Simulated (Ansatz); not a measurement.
`N[SiH](N)[SiH3]` + HCl → `N[SiH]([SiH3])Cl` + NH₃ at 500 K and 1 bar (ligand exchange at the Si–N bond).

Gas-phase electronic energies from Ansatz, PBE0-D4/def2-TZVP geometries. CCSD(T)/CBS adds triple-zeta CCSD(T) − MP2 to the extrapolated MP2 energy (def2 sets, frozen cores). This one scheme is used for every species. Each species was taken in one conformer, which may not be the lowest.

| species | CCSD(T)/CBS energy (Eh) | H − E (kJ/mol) | S (J/(mol·K)) |
| --- | --- | --- | --- |
| `N[SiH](N)[SiH3]` | -692.43145 | 280.2 | 437.6 |
| HCl | -460.38127 | 32.5 | 201.9 |
| `N[SiH]([SiH3])Cl` | -1096.32520 | 211.5 | 425.1 |
| NH₃ | -56.50880 | 108.2 | 211.8 |

H − E and S are ideal-gas, rigid-rotor, harmonic terms from PBE0-D4/def2-TZVP, for one conformer and one mirror image of each species. 1 Eh = 2625.50 kJ/mol, R = 8.31446 J/(mol·K).

**Question.** By hand: ΔE, ΔH, ΔS and ΔG.

**Answer.** ΔE = (-1096.32520) + (-56.50880) − (-692.43145) − (-460.38127) = -0.02128 Eh = -55.9 kJ/mol. Δ(H − E) = 211.5 + 108.2 − 280.2 − 32.5 = 7.0, so ΔH = -48.9 kJ/mol. ΔS = 425.1 + 211.8 − 437.6 − 201.9 = -2.6 J/(mol·K). ΔG = -48.9 − 500 × (-2.6)/1000 = -47.6 kJ/mol.

**Question.** By hand: the equilibrium constant, and the temperature at which ΔG would vanish if ΔH and ΔS stayed fixed.

**Answer.** log₁₀ K = −ΔG/(RT ln 10) = 5.0. ΔG = 0 at ΔH/ΔS = 18808 K, far beyond where these terms or the molecules hold.

The number of gas molecules stays the same, so ΔS is small and ΔH decides. A doubt of 5 kJ/mol in ΔE shifts log₁₀ K by 0.5 here. Other conformers and mirror images would add mixing entropy, several J/(mol·K) or more a flexible species. These are equilibria of isolated gas molecules and say nothing of rates. Largest T1 diagnostic: 0.011 (customary marks: 0.02 for closed shells, 0.045 for open ones).
